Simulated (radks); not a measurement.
Values are calculated unless marked as measured or tabulated.
Question: These are the eigenvalues of the occupied orbitals of an atom or ion with whole-number occupations (eV). Level of theory: scalar-relativistic Kohn-Sham, PBEsol, spin-polarised, spherical densities, finite nucleus; Fermi nuclear charge, rms radius of each element as measured or else 0.836 A^(1/3) + 0.57 fm (a radial shooting solver on a logarithmic mesh with Libxc functionals).

orbital  eigenvalue
1s up     -1944.779
1s down   -1940.874
2s up     -273.8292
2s down   -266.4254
2p up     -233.7804
2p down   -225.3653

Which element is it, and in what charge state? The configuration may be excited. Open shells, if any, are filled with parallel spins first.

Answer: Z = 14, silicon, charge +6: Si6+ in [He] 2s2 2p4. The list shows which subshells hold electrons but not how many an open one holds; the 1s level, -71.469 hartree, gives Z - s = 12.0 by -(Z - s)^2/2, which with screening and relativity narrows Z to a few neighbours, and the depths of the outer levels then fix element, charge and occupations together.
